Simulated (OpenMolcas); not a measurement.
## ZrO at 1.724 Å: OpenMolcas input and output

Input (each module block was a call of its own in one work directory; start orbitals came from a preliminary run):

```
&GATEWAY
Coord
2
angstrom
Zr 0.0 0.0 0.0
O 0.0 0.0 1.7240
Basis=ANO-RCC-VDZP
Group=XY
RX2C
AMFI
ANGMom
0.0 0.0 0.0
RICD
&SEWARD
&GUESSORB
&RASSCF
FileOrb=$CurrDir/o31.orb
Symmetry=1
Spin=3
nActEl=8 0 0
Inactive=12 8
RAS2=5 4
CIRoot=3 3 1
Linear
Iterations=120 100
OrbListing=Nothing
PRWF=0.15
>>COPY $Project.RasOrb $CurrDir/o31.orb
>>COPY $Project.rasscf.h5 $CurrDir/r31.h5
&CASPT2
XMultistate=all
Imaginary=0.2
IPEA=0.25
MaxIter=40
>>COPY $Project.JobMix JOB001
&RASSCF
FileOrb=$CurrDir/o11.orb
Symmetry=1
Spin=1
nActEl=8 0 0
Inactive=12 8
RAS2=5 4
CIRoot=5 5 1
Linear
Iterations=120 100
OrbListing=Nothing
PRWF=0.15
>>COPY $Project.RasOrb $CurrDir/o11.orb
>>COPY $Project.rasscf.h5 $CurrDir/r11.h5
&CASPT2
XMultistate=all
Imaginary=0.2
IPEA=0.25
MaxIter=40
>>COPY $Project.JobMix JOB002
```

```bash
pymolcas m.inp
```

RASSCF and CASPT2 output of these blocks, in excerpt:

```
++    Wave function specifications:
      Number of closed shell electrons          40
      Number of electrons in active shells       8
      Number of inactive orbitals               20
      Number of active orbitals                  9
      Number of secondary orbitals              28
      Spin quantum number                      1.0
      State symmetry                             1
++    Orbital specifications:
      Symmetry species                           1   2
                                                 a   b
      Frozen orbitals                            0   0
      Inactive orbitals                         12   8
      Active orbitals                            5   4
      RAS2 orbitals                              5   4
      Secondary orbitals                        14  14
      Number of basis functions                 31  26
      printout of CI-coefficients larger than  0.15 for root  1
      energy=   -3671.270764
      conf/sym  11111 2222     Coeff  Weight
          2495  02u0u 2200   0.69929 0.48900
          2711  020uu 2200   0.66571 0.44318
      printout of CI-coefficients larger than  0.15 for root  2
      energy=   -3671.270764
      conf/sym  11111 2222     Coeff  Weight
          2495  02u0u 2200   0.66571 0.44318
          2711  020uu 2200  -0.69929 0.48900
      printout of CI-coefficients larger than  0.15 for root  3
      energy=   -3671.197892
      conf/sym  11111 2222     Coeff  Weight
          2063  02uu0 2200  -0.96530 0.93180
      Natural orbitals and occupation numbers for root  1
      sym 1:   0.042887   1.956774   0.999889   0.000723   0.999794
      sym 2:   1.952056   1.952056   0.047910   0.047910
      Natural orbitals and occupation numbers for root  2
      sym 1:   0.042887   1.956773   0.000723   0.999889   0.999794
      sym 2:   1.952056   1.952056   0.047910   0.047910
      Natural orbitals and occupation numbers for root  3
      sym 1:   0.041828   1.956411   0.999666   0.999666   0.002162
      sym 2:   1.953077   1.953077   0.047057   0.047057
      RASSCF energy for state  3                  -3671.19789198
::    RASSCF root number  1 Total energy:  -3671.27076426
::    RASSCF root number  2 Total energy:  -3671.27076426
::    RASSCF root number  3 Total energy:  -3671.19789198
      Von Neumann Entropy (Root   1) =  1.48017
++    Wave function specifications:
      Number of closed shell electrons           8
      Number of electrons in active shells       8
      Number of inactive orbitals                4
      Number of active orbitals                  9
      Number of secondary orbitals              28
      Spin quantum number                      1.0
      State symmetry                             1
      Number of CSFs                          3760
      Number of CASSCF root(s) available         3
      CASPT2 state passed to geometry opt.       3
      A file JOBMIX will be created
      This is a MULTI-STATE CASSCF reference
      Number of CI roots used                    3
      These are:                                 1   2   3
      Off-diagonal elements of Heff are computed
  FINAL CASPT2 RESULT:
      Reference energy:       -3671.2707642627
      E2 (Non-variational):      -0.3203222701
      Shift correction:          -0.0015531350
      E2 (Variational):          -0.3218754051
      Total energy:           -3671.5926396677
      Reference weight:           0.91134
  FINAL CASPT2 RESULT:
      Reference energy:       -3671.2707642625
      E2 (Non-variational):      -0.3203219774
      Shift correction:          -0.0015529935
      E2 (Variational):          -0.3218749709
      Total energy:           -3671.5926392334
      Reference weight:           0.91134
  FINAL CASPT2 RESULT:
      Reference energy:       -3671.1978919779
      E2 (Non-variational):      -0.3248266875
      Shift correction:          -0.0014615926
      E2 (Variational):          -0.3262882801
      Total energy:           -3671.5241802581
      Reference weight:           0.91302
       Total XMS-CASPT2 energies:
::    XMS-CASPT2 Root  1     Total energy:  -3671.59263974
::    XMS-CASPT2 Root  2     Total energy:  -3671.59263916
::    XMS-CASPT2 Root  3     Total energy:  -3671.52418026
++    Wave function specifications:
      Number of closed shell electrons          40
      Number of electrons in active shells       8
      Number of inactive orbitals               20
      Number of active orbitals                  9
      Number of secondary orbitals              28
      Spin quantum number                      0.0
      State symmetry                             1
      printout of CI-coefficients larger than  0.15 for root  1
      energy=   -3671.249609
      conf/sym  11111 2222     Coeff  Weight
           625  02200 2200  -0.20083 0.04033
           955  02020 2200  -0.20083 0.04033
          2171  02002 2200   0.92057 0.84745
      printout of CI-coefficients larger than  0.15 for root  2
      energy=   -3671.231981
      conf/sym  11111 2222     Coeff  Weight
          1761  020ud 2200  -0.96396 0.92923
      printout of CI-coefficients larger than  0.15 for root  3
      energy=   -3671.231981
      conf/sym  11111 2222     Coeff  Weight
          1551  02u0d 2200  -0.96396 0.92923
      printout of CI-coefficients larger than  0.15 for root  4
      energy=   -3671.176868
      conf/sym  11111 2222     Coeff  Weight
           625  02200 2200   0.67933 0.46148
           955  02020 2200  -0.67932 0.46148
      printout of CI-coefficients larger than  0.15 for root  5
      energy=   -3671.176868
      conf/sym  11111 2222     Coeff  Weight
           775  02ud0 2200  -0.96071 0.92297
      Natural orbitals and occupation numbers for root  1
      sym 1:   0.043827   1.956159   0.088398   0.088398   1.823497
      sym 2:   1.950955   1.950955   0.048906   0.048906
      Natural orbitals and occupation numbers for root  2
      sym 1:   0.043078   1.956248   0.001014   0.999781   0.999811
      sym 2:   1.952295   1.952295   0.047739   0.047739
      Natural orbitals and occupation numbers for root  3
      sym 1:   0.043078   1.956248   0.999781   0.001014   0.999811
      sym 2:   1.952295   1.952295   0.047739   0.047739
      Natural orbitals and occupation numbers for root  4
      sym 1:   0.041584   1.958255   0.999720   0.999713   0.000647
      sym 2:   1.953841   1.953841   0.046199   0.046199
      Natural orbitals and occupation numbers for root  5
      sym 1:   0.041584   1.958255   0.999717   0.999716   0.000647
      sym 2:   1.953841   1.953841   0.046199   0.046199
      RASSCF energy for state  5                  -3671.17686755
::    RASSCF root number  1 Total energy:  -3671.24960875
::    RASSCF root number  2 Total energy:  -3671.23198106
::    RASSCF root number  3 Total energy:  -3671.23198105
::    RASSCF root number  4 Total energy:  -3671.17686755
::    RASSCF root number  5 Total energy:  -3671.17686755
      Von Neumann Entropy (Root   1) =  1.00309
++    Wave function specifications:
      Number of closed shell electrons           8
      Number of electrons in active shells       8
      Number of inactive orbitals                4
      Number of active orbitals                  9
      Number of secondary orbitals              28
      Spin quantum number                      0.0
      State symmetry                             1
      Number of CSFs                          2676
      Number of CASSCF root(s) available         5
      CASPT2 state passed to geometry opt.       5
      A file JOBMIX will be created
      This is a MULTI-STATE CASSCF reference
      Number of CI roots used                    5
      These are:                                 1   2   3   4   5
      Off-diagonal elements of Heff are computed
  FINAL CASPT2 RESULT:
      Reference energy:       -3671.2496087481
      E2 (Non-variational):      -0.3525946607
      Shift correction:          -0.0062674602
      E2 (Variational):          -0.3588621209
      Total energy:           -3671.6084708690
      Reference weight:           0.86927
  FINAL CASPT2 RESULT:
      Reference energy:       -3671.2319810583
      E2 (Non-variational):      -0.3326454468
      Shift correction:          -0.0037061938
      E2 (Variational):          -0.3363516406
      Total energy:           -3671.5683326989
      Reference weight:           0.89328
  FINAL CASPT2 RESULT:
      Reference energy:       -3671.2319810479
      E2 (Non-variational):      -0.3326444976
      Shift correction:          -0.0037056732
      E2 (Variational):          -0.3363501708
      Total energy:           -3671.5683312187
      Reference weight:           0.89328
  FINAL CASPT2 RESULT:
      Reference energy:       -3671.1768675505
      E2 (Non-variational):      -0.3273222830
      Shift correction:          -0.0013995640
      E2 (Variational):          -0.3287218470
      Total energy:           -3671.5055893975
      Reference weight:           0.91226
  FINAL CASPT2 RESULT:
      Reference energy:       -3671.1768675505
      E2 (Non-variational):      -0.3273051620
      Shift correction:          -0.0013992731
      E2 (Variational):          -0.3287044351
      Total energy:           -3671.5055719857
      Reference weight:           0.91227
       Total XMS-CASPT2 energies:
::    XMS-CASPT2 Root  1     Total energy:  -3671.60847087
::    XMS-CASPT2 Root  2     Total energy:  -3671.56833273
::    XMS-CASPT2 Root  3     Total energy:  -3671.56833119
::    XMS-CASPT2 Root  4     Total energy:  -3671.50558940
::    XMS-CASPT2 Root  5     Total energy:  -3671.50557199
```

Only roots inside an energy window near the equilibrium distance were included, so the list of states is not complete; labels number the states computed. Each spin and symmetry block has orbitals of its own, averaged over its own roots, so gaps between blocks are less sure than gaps within one and near the minimum can be off by tenths of an eV, in bad cases by more. No Rydberg orbitals are active, so Rydberg states, and σ→σ* states whose orbital the CASSCF left unused, can be missing between those listed. CASPT2 splits the two components of degenerate states numerically, here by up to 4 cm⁻¹. No roots were computed in blocks 1b, 3b (none fell in the window or the block failed), so states of that kind are missing and can lie low or lowest. For d and f metals this valence active space lacks a second d shell: the order of states is not reliable within half an eV or more, and the lowest computed state need not be the true ground state. The CASPT2 reference weights are uneven, so some states carry less reliable energies.
